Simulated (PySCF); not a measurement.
Bonds broken one at a time in the series Ga Cl-H. All species are isolated molecules in the gas phase. Strings in code marks are SMILES.

These are PBE-D3(BJ)/def2-TZVP // B3LYP-D3(BJ)/def2-TZVP run with PySCF values and carry that method's errors. 

```json
[
 {"species": "radical fragment (`[Ga]([Cl])[Cl]`)", "dipole moment (D)": "1.64"},
 {"species": "whole molecule (`[Cl][GaH][Cl]`)", "dipole moment (D)": "1.65"},
 {"species": "whole molecule (`[Cl][GaH2]`)", "dipole moment (D)": "…"},
 {"species": "radical fragment (`[GaH2]`)", "dipole moment (D)": "0.24"}
]
```

Question: Complete the blanks.

Answer: 
- whole molecule (`[Cl][GaH2]`), dipole moment (D): 1.88
